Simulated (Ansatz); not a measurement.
`FB(Cl)[SeH]` and `FB(S)Cl` differ in one element.

Ansatz, PBE0-D4/def2-TZVP geometries, multiplicity 1. Each molecule was computed in one conformer, which needn't be the lowest.

Scalar relativity is left out up to krypton.

```
                                                                                  property  `FB(Cl)[SeH]`
ideal-gas entropy at 298 K and 1 bar (rigid rotor, harmonic PBE0-D4/def2-TZVP) / J/(mol·K)            313
                                                        LUMO energy (PBE0/def2-TZVPP) / eV          -0.80
                                                       LUMO energy (B3LYP/def2-TZVPP) / eV          -0.99
                                            zero-point energy (PBE0-D4/def2-TZVP) / kJ/mol           43.6
                                                     HOMO energy (ωB97M-V/def2-TZVPP) / eV          -9.97
                                                        HOMO energy (PBE0/def2-TZVPP) / eV          -7.85
```

(1) What does the change do to each property? (Best estimate.)

Answers

(1) Ansatz gave: 
| property | `FB(S)Cl` | shift |
| --- | --- | --- |
| ideal-gas entropy at 298 K and 1 bar (rigid rotor, harmonic PBE0-D4/def2-TZVP) / J/(mol·K) | 300 | -13 |
| LUMO energy (PBE0/def2-TZVPP) / eV | -0.65 | 0.15 |
| LUMO energy (B3LYP/def2-TZVPP) / eV | -0.85 | 0.14 |
| zero-point energy (PBE0-D4/def2-TZVP) / kJ/mol | 47.2 | 3.6 |
| HOMO energy (ωB97M-V/def2-TZVPP) / eV | -10.55 | -0.58 |
| HOMO energy (PBE0/def2-TZVPP) / eV | -8.39 | -0.54 |

With PBE0 the HOMO falls by 0.54 eV and the LUMO rises by 0.15 eV, so the gap widens by about 0.69 eV. PBE moves the HOMO by -0.45 eV and ωB97M-V by -0.58 eV.

B3LYP here is the variant with VWN-RPA as its local correlation; programs differ in this.

Spin–orbit coupling is left out; it splits and shifts lone-pair levels of the heavy atoms by tenths of an eV.
